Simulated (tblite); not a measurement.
Species: C6H12N (doublet state).
Numbering: `[CH2:1][C@H:2]([CH:3]=[CH2:4])[CH2:5][NH:6][CH3:7]` (hydrogens: H8, H9 on C1; H10 on C2; H11 on C3; H12, H13 on C4; H14, H15 on C5; H16 on N6; H17, H18, H19 on C7)

Cartesian coordinates in Å at the GFN2-xTB level; atoms count from 1:
```
atom  x, y, z in Å
C1    -0.946   -0.991    1.256
C2    -0.768    0.082    0.258
C3    -1.843   -0.171   -0.773
C4    -2.952    0.539   -0.882
C5     0.624    0.049   -0.387
N6     1.615    0.439    0.594
C7     2.970    0.382    0.091
H8    -0.629   -1.992    1.025
H9    -1.604   -0.852    2.091
H10   -0.923    1.061    0.717
H11   -1.673   -1.033   -1.404
H12   -3.143    1.394   -0.255
H13   -3.712    0.299   -1.607
H14    0.666    0.767   -1.213
H15    0.809   -0.958   -0.804
H16    1.517   -0.157    1.412
H17    3.067    1.096   -0.728
H18    3.258   -0.612   -0.285
H19    3.657    0.669    0.885
```

Method: GFN2-xTB as coded in tblite; computed harmonic values from a numerical Hessian at the method's own geometry, unscaled. Errors from tens to a few hundred cm⁻¹ against measured bands are possible. One conformer, not necessarily the lowest. Open shells enter through the occupations alone, without spin polarisation, and single modes of such species can be off by tens of per cent.

Harmonic wavenumbers (cm⁻¹): 55.9, 87.3, 107.0, 144.2, 198.7, 231.0, 241.7, 335.0, 351.6, 390.6, 513.5, 543.3, 643.3, 824.1, 878.0, 885.1, 918.0, 947.6, 992.8, 1010.8, 1057.7, 1094.8, 1120.6, 1149.2, 1160.9, 1184.6, 1216.3, 1237.4, 1284.5, 1296.3, 1334.0, 1394.3, 1402.1, 1407.7, 1418.4, 1487.5, 1492.5, 1499.7, 1682.5, 2791.5, 2844.9, 2943.9, 2961.2, 2998.2, 3021.7, 3058.5, 3097.6, 3120.2, 3122.3, 3167.9, 3330.1.

A = 6103, B = 1252, C = 1123 MHz; mass 98.097 u (most abundant isotopes); point group C1, symmetry number 1; spin multiplicity 2.

Q: Zero-point energy?

A: ½Σν̃ = 35839 cm⁻¹ = 102.47 kcal/mol.

Q: Entropy at 400 K, 1 bar (ideal gas, RRHO, classical rotation)?

A: Translation 41.15, rotation 28.89, vibration 36.11, spin (R ln 2) 1.38: S = 107.5 cal/(mol K).

Q: And Cp and H(400 K) − H(0)?

A: Cp = 44.96 cal/(mol K), of which vibrations give 37.01 (their classical limit is 51 R = 101.3); H(400 K) − H(0) = 10.70 kcal/mol without the zero-point energy, 7.52 from vibrations.

Q: Blend soft modes into free rotors: weight 1/[1 + (100 cm⁻¹/ν̃)⁴] for the oscillator and the rest for a rotor with moment μB/(μ + B), μ = h/(8π²ν), B = 10⁻⁴⁴ kg m². What vibrational entropy results?

A: 33.67 cal/(mol K) in place of 36.11, which changes −T·S at 400 K by +0.97 kcal/mol.

Q: How do the functions run with temperature in this model?

A: 
| T (K) | S (cal/(mol K)) | Cp (cal/(mol K)) | H − H(0) (kcal/mol) | G − H(0) (kcal/mol) | ln q(vib) |
| --- | --- | --- | --- | --- | --- |
| 50 | 57.4 | 12.7 | 0.48 | -2.38 | 0.38 |
| 100 | 68.0 | 18.4 | 1.27 | -5.53 | 1.45 |
| 298.15 | 95.8 | 35.5 | 6.60 | -21.95 | 6.29 |
| 373.15 | 104.5 | 42.5 | 9.52 | -29.47 | 8.08 |
| 500 | 118.5 | 53.3 | 15.62 | -43.62 | 11.07 |
| 750 | 143.3 | 69.0 | 31.04 | -76.41 | 16.82 |
| 1000 | 164.7 | 79.5 | 49.68 | -114.97 | 22.25 |

q(vib) and H(0) count from the zero-point level.

Q: Which modes carry the vibrational entropy at 400 K?

A: 55.9 cm⁻¹: 5.18; 87.3 cm⁻¹: 4.30; 107.0 cm⁻¹: 3.90; 144.2 cm⁻¹: 3.31; 198.7 cm⁻¹: 2.70; 231.0 cm⁻¹: 2.41 cal/(mol K); the other 45 give 14.31 together.

Q: What must be added to the electronic energy to get the Gibbs energy at 400 K and 1 bar?

A: ZPE + [H(400 K) − H(0)] − T·S = 102.47 + 10.70 − 43.01 = 70.16 kcal/mol.

Hindered rotation and anharmonicity are outside this model. Other conformers, if any are populated, would add a mixing term that is left out. The structure is chiral; the term R ln 2 for an equal mix with its mirror image is left out.
